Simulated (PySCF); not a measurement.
Two-component Hartree-Fock for Sc⁺ (scandium, charge +1)

Start: [Ar] 4s1 4p1; 4s1/2 filled at m_j = +1/2; 4p3/2 filled at m_j = +3/2. Calculated with PySCF 2.14 in x2c-TZVPall-2c with one added diffuse shell each of s, p, d type (7s8p5d1f, 63 functions): generalised Hartree-Fock with the X2C-1e Hamiltonian and a Gaussian nucleus; one run each with spin-orbit coupling (SO) switched off, then screened by Boettger's factors. This is a chosen level, not necessarily the ground level.

| spinor shell | electrons | ε, spin-free (eV) | ε, screened SO (eV) | weight of nominal j (screened SO) | rms radius, screened SO (bohr) |
| --- | --- | --- | --- | --- | --- |
| 1s1/2 | 2 | -4553.0 | -4553.0 | 1.000 | 0.0844 |
| 2s1/2 | 2 | -538.55 | -538.56 | 1.000 | 0.370 |
| 2p1/2 | 2 | -441.13 | -444.34 | 1.000 | 0.338 |
| 2p3/2 | 4 | -441.13 | -439.58 | 1.000 | 0.340 |
| 3s1/2 | 2 | -83.903 | -83.921 | 1.000 | 1.14 |
| 3p1/2 | 2 | -55.811 | -56.209 | 0.916 | 1.24 |
| 4s1/2 | 1 | -15.424 | -15.427 | 0.916 | 3.32 |
| 4p3/2 | 1 | -10.820 | -10.809 | 1.000 | 4.05 |

Problem. Where does 3p3/2 lie, and what is the 3p spin-orbit splitting (screened SO)?

Solution. At -55.640 eV, 0.569 eV above 3p1/2.

```json
{"quantity": "E (hartree)", "spin-free": "-762.92094", "screened SO": "-762.92504"}
{"quantity": "M_J", "spin-free": "2", "screened SO": "2"}
{"quantity": "⟨J²⟩", "spin-free": "6.518", "screened SO": "6.524"}
{"quantity": "⟨L²⟩", "spin-free": "2.518", "screened SO": "2.509"}
{"quantity": "⟨S²⟩", "spin-free": "2.001", "screened SO": "2.001"}
```

The determinant has a definite M_J but mixes levels of different J.

Each row is a mean over spinors that exchange with the open shell spreads, by up to 0.769 eV (3p3/2).

Without spin-orbit coupling the j labels of p, d and f shells carry no meaning; the spin-free column gives the mean over the occupied spinors of each nl shell, and its ⟨J²⟩ belongs to a mixture of degenerate components.
